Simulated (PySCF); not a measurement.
Ge(F)2(SH)2 (F₂GeH₂S₂), SMILES [SH][Ge]([F])([SH])[F].

The structure is a stationary point at ωB97X-D3(BJ)/def2-SVP. The structure was generated by enumeration, and PubChem lists no compound with its InChIKey, so it may never have been made. Other conformers were not sampled.

The numbers are results of PBE/def2-TZVP (PySCF), not measurements.

Isolated molecule, no solvent.

### Question
Estimate the frontier levels, gap, dipole moment and polarisability. (Estimate from the structure and the level; the computed values follow.)

### Answer

```
Property                                                                                                        Value
---------------------------------------------------------------------------------------------  ----------------------
highest occupied level                                                                                       -7.05 eV
lowest empty level                                                                                           -2.28 eV
orbital gap                                                                                                   4.77 eV
dipole moment                                                                                                  2.93 D
quadrupole, principal values (traceless, Buckingham form, about the centre of nuclear charge)   -3.39, 1.46, 1.93 D·Å
mean static polarisability                                                                       65.5 bohr³ (9.71 Å³)
polarisability, principal values                                                               52.4, 61.0, 83.1 bohr³
```
